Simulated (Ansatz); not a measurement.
**Nudged elastic band run: FGeH3O2**

The input (input.yaml):

```yaml
crystal:
  periodic: [false, false, false]
  atoms:
    - { symbol: Ge, position_ang: [0.161967, -0.01731, 0.041675] }
    - { symbol: F, position_ang: [0.111994, 0.029801, 1.7609] }
    - { symbol: H, position_ang: [1.603965, -0.058487, -0.399425] }
    - { symbol: O, position_ang: [-0.604714, 1.397528, -0.593201] }
    - { symbol: H, position_ang: [-1.548601, 1.443991, -0.554296] }
    - { symbol: O, position_ang: [-0.789726, -1.412157, -0.379746] }
    - { symbol: H, position_ang: [-0.906083, -2.079766, 0.279993] }
basis:
  gaussian: { orbitals: def2-SVP }
hamiltonian:
  xc: hf
neb:
  order_check: false
  images: 5
  f_tol: 0.05
  max_iterations: 60
  final_atoms:
    - { symbol: Ge, position_ang: [-0.05940749, -1.38402057, 0.17508056] }
    - { symbol: F, position_ang: [1.62946839, 2.11151924, 1.07740275] }
    - { symbol: H, position_ang: [0.99842862, 1.55424648, 0.721369] }
    - { symbol: O, position_ang: [-0.14847952, 0.39120244, 0.08106648] }
    - { symbol: H, position_ang: [-0.90951336, 0.74659505, -0.36324451] }
    - { symbol: O, position_ang: [-1.58462029, -1.61870773, -0.6896625] }
    - { symbol: H, position_ang: [-1.89707435, -2.4972349, -0.84611178] }
  initial_path:
    images:
      - { positions_ang: [[0.161967, -0.01731, 0.041675], [0.111994, 0.029801, 1.7609], [1.603965, -0.058487, -0.399425], [-0.604714, 1.397528, -0.593201], [-1.548601, 1.443991, -0.554296], [-0.789726, -1.412157, -0.379746], [-0.906083, -2.079766, 0.279993]] }
      - { positions_ang: [[0.10808751, -0.01208403, 0.02681988], [0.43918491, 0.01762163, 1.68275073], [1.63682695, -0.04268274, -0.13181474], [-0.68012302, 1.41402296, -0.59047235], [-1.62980862, 1.36987864, -0.63541418], [-0.80897902, -1.42195097, -0.44744095], [-1.03638671, -2.02120548, 0.25147162]] }
      - { positions_ang: [[0.05420802, -0.00685806, 0.01196476], [0.76637582, 0.00544226, 1.60460146], [1.66968889, -0.02687849, 0.13579553], [-0.75553205, 1.43051792, -0.5877437], [-1.71101623, 1.29576628, -0.71653236], [-0.82823204, -1.43174495, -0.5151359], [-1.16669042, -1.96264496, 0.22295023]] }
      - { positions_ang: [[0.00032853, -0.00163209, -0.00289036], [1.09356673, -0.00673712, 1.52645218], [1.70255084, -0.01107423, 0.40340579], [-0.83094107, 1.44701287, -0.58501505], [-1.79222385, 1.22165392, -0.79765055], [-0.84748505, -1.44153892, -0.58283086], [-1.29699414, -1.90408443, 0.19442885]] }
      - { positions_ang: [[-0.01958348, -0.46242825, 0.05643328], [1.27220062, 0.69934834, 1.37676904], [1.46784343, 0.51069934, 0.50939353], [-0.60345389, 1.09507606, -0.36298788], [-1.49798702, 1.06330096, -0.65284853], [-1.0931968, -1.50059519, -0.6184414], [-1.49702087, -2.10180126, -0.15241803]] }
      - { positions_ang: [[-0.03949548, -0.92322441, 0.11575692], [1.4508345, 1.40543379, 1.2270859], [1.23313603, 1.03247291, 0.61538126], [-0.37596671, 0.74313925, -0.1409607], [-1.20375019, 0.90494801, -0.50804652], [-1.33890854, -1.55965146, -0.65405195], [-1.69704761, -2.29951808, -0.4992649]] }
      - { positions_ang: [[-0.05940749, -1.38402057, 0.17508056], [1.62946839, 2.11151924, 1.07740275], [0.99842862, 1.55424648, 0.721369], [-0.14847952, 0.39120244, 0.08106648], [-0.90951336, 0.74659505, -0.36324451], [-1.58462029, -1.61870773, -0.6896625], [-1.89707435, -2.4972349, -0.84611178]] }
```

Launched with:

```bash
$ ansatz run input.yaml --threads 1 --pin off --max-ram 2048MiB --backend cpu --events-out ev --progress --plain --runs-dir out
```

Output, in part (warnings, iteration lines, the closing report on the highest movable image, with atoms numbered from 0):

```
NEB end point (image 0): max|allowed force component| = 2.006e-2 eV/Å (the criterion of neb.relax_end_points is 1.000e-2)
NEB end point (image 6): max|allowed force component| = 3.073e-3 eV/Å (the criterion of neb.relax_end_points is 1.000e-2)
NEB iter   1: max|band force component| = 1.665e1 eV/Å  barrier→ = 5.2101 eV  barrier← = 4.1882 eV  Δτ_max = 0.2000 Å  (247 SCF iters)
NEB iter   2: max|band force component| = 2.130e0 eV/Å  barrier→ = 4.0443 eV  barrier← = 3.0224 eV  Δτ_max = 0.2000 Å  (193 SCF iters)
NEB iter   3: max|band force component| = 1.865e0 eV/Å  barrier→ = 4.2352 eV  barrier← = 3.2133 eV  Δτ_max = 0.1995 Å  (174 SCF iters)
NEB iter   4: max|band force component| = 3.652e0 eV/Å  barrier→ = 4.1394 eV  barrier← = 3.1176 eV  Δτ_max = 0.1015 Å  (182 SCF iters)
NEB iter   5: max|band force component| = 3.341e0 eV/Å  barrier→ = 3.2317 eV  barrier← = 2.2099 eV  Δτ_max = 0.1002 Å  (168 SCF iters)
NEB iter   6: max|band force component| = 1.832e0 eV/Å  barrier→ = 3.1198 eV  barrier← = 2.0980 eV  Δτ_max = 0.1000 Å  (165 SCF iters)
NEB iter   7: max|band force component| = 4.274e0 eV/Å  barrier→ = 3.6323 eV  barrier← = 2.6105 eV  Δτ_max = 0.0499 Å  (168 SCF iters)
NEB iter   8: max|band force component| = 1.841e0 eV/Å  barrier→ = 3.7756 eV  barrier← = 2.7537 eV  Δτ_max = 0.0994 Å  (172 SCF iters)
NEB iter   9: max|band force component| = 1.068e0 eV/Å  barrier→ = 3.9651 eV  barrier← = 2.9433 eV  Δτ_max = 0.1003 Å  (172 SCF iters)
NEB iter  10: max|band force component| = 7.641e-1 eV/Å  barrier→ = 3.7988 eV  barrier← = 2.7770 eV  Δτ_max = 0.1002 Å  (172 SCF iters)
NEB iter  11: max|band force component| = 8.416e-1 eV/Å  barrier→ = 3.4995 eV  barrier← = 2.4776 eV  Δτ_max = 0.1028 Å  (171 SCF iters)
NEB iter  12: max|band force component| = 9.539e-1 eV/Å  barrier→ = 3.2446 eV  barrier← = 2.2228 eV  Δτ_max = 0.1001 Å  (169 SCF iters)
NEB iter  13: max|band force component| = 1.272e0 eV/Å  barrier→ = 2.9701 eV  barrier← = 1.9482 eV  Δτ_max = 0.0502 Å  (168 SCF iters)
NEB iter  14: max|band force component| = 1.803e0 eV/Å  barrier→ = 2.7546 eV  barrier← = 1.7327 eV  Δτ_max = 0.0251 Å  (169 SCF iters)
NEB iter  15: max|band force component| = 1.439e0 eV/Å  barrier→ = 2.6789 eV  barrier← = 1.6570 eV  Δτ_max = 0.0501 Å  (174 SCF iters)
NEB iter  16: max|band force component| = 8.732e-1 eV/Å  barrier→ = 2.5568 eV  barrier← = 1.5349 eV  Δτ_max = 0.1000 Å  (170 SCF iters)
NEB iter  17: max|band force component| = 1.113e0 eV/Å  barrier→ = 2.2921 eV  barrier← = 1.2702 eV  Δτ_max = 0.0504 Å  (170 SCF iters)
NEB iter  18: max|band force component| = 7.167e-1 eV/Å  barrier→ = 2.1695 eV  barrier← = 1.1477 eV  Δτ_max = 0.0998 Å  (170 SCF iters)
NEB iter  19: max|band force component| = 6.043e-1 eV/Å  barrier→ = 1.9220 eV  barrier← = 0.9001 eV  Δτ_max = 0.1910 Å  (162 SCF iters)
NEB iter  20: max|band force component| = 2.625e0 eV/Å  barrier→ = 1.8074 eV  barrier← = 0.7855 eV  CI = image 1  Δτ_max = 0.1986 Å  (174 SCF iters)
NEB iter  21: max|band force component| = 2.375e0 eV/Å  barrier→ = 2.7913 eV  barrier← = 1.7695 eV  CI = image 1  Δτ_max = 0.1975 Å  (184 SCF iters)
NEB iter  22: max|band force component| = 2.846e0 eV/Å  barrier→ = 3.7704 eV  barrier← = 2.7486 eV  CI = image 1  Δτ_max = 0.1000 Å  (185 SCF iters)
NEB iter  23: max|band force component| = 1.619e0 eV/Å  barrier→ = 3.6270 eV  barrier← = 2.6051 eV  CI = image 1  Δτ_max = 0.2000 Å  (165 SCF iters)
NEB iter  24: max|band force component| = 4.703e-1 eV/Å  barrier→ = 3.5174 eV  barrier← = 2.4956 eV  CI = image 1  Δτ_max = 0.1809 Å  (181 SCF iters)
NEB iter  25: max|band force component| = 3.426e-1 eV/Å  barrier→ = 3.5100 eV  barrier← = 2.4882 eV  CI = image 1  Δτ_max = 0.0760 Å  (171 SCF iters)
NEB iter  26: max|band force component| = 1.912e-1 eV/Å  barrier→ = 3.5019 eV  barrier← = 2.4800 eV  CI = image 1  Δτ_max = 0.0334 Å  (162 SCF iters)
NEB iter  27: max|band force component| = 8.495e-2 eV/Å  barrier→ = 3.4991 eV  barrier← = 2.4772 eV  CI = image 1  Δτ_max = 0.0085 Å  (158 SCF iters)
NEB iter  28: max|band force component| = 2.932e-2 eV/Å  barrier→ = 3.4983 eV  barrier← = 2.4764 eV  CI = image 1  Δτ_max = 0.0000 Å  (327 SCF iters)
Total energy: -63287.57884586 eV, -2325.7756247238 hartree
Atom 0 at     0.125903    -0.028375    -0.336045 Å, force     0.012625    -0.020650    -0.008229 eV/Å
Atom 1 at     0.892521     0.047468     1.528124 Å, force    -0.002130     0.019111    -0.017679 eV/Å
Atom 2 at     1.548045    -0.093798     0.427005 Å, force     0.011338     0.005422     0.014832 eV/Å
Atom 3 at    -0.794698     1.401924    -0.660529 Å, force    -0.024092    -0.009172     0.021040 eV/Å
Atom 4 at    -1.734841     1.324167    -0.564478 Å, force     0.010289     0.011386     0.001306 eV/Å
Atom 5 at    -1.129553    -1.236579    -0.247673 Å, force     0.023835    -0.001529    -0.016694 eV/Å
Atom 6 at    -0.878575    -2.111208     0.009497 Å, force    -0.031865    -0.004567     0.005423 eV/Å
Dipole moment:    -0.030119    -0.409781    -0.349002 e Å
```

The run converged. Neighbouring images differ by up to 3.5 eV, so the band resolves the path poorly. A vibrational analysis at the climbing image gives one clearly imaginary mode, 1863i cm⁻¹: a first-order saddle point. The orbitals stay closed-shell, which can raise the energy where a bond breaks towards radicals; this wasn't checked here.

Final band (atoms are numbered from 1 in the order of the input):

```csv
image,path coordinate (Å),energy (eV),Ge1–F2 (Å),Ge1–H3 (Å),F2–H3 (Å)
0,0.00,0.00,1.72,1.51,2.63
1,1.35,3.50,2.02,1.62,1.29
2,2.49,1.39,2.74,2.88,0.90
3,3.63,1.27,2.83,3.06,0.90
4,4.78,1.09,3.11,2.72,0.91
5,5.92,1.04,3.60,2.95,0.91
6,7.06,1.02,3.99,3.17,0.91
```

The run took 6.5 min on 1 thread of Arm Neoverse N1, on a shared host, peak memory 0.18 GiB.
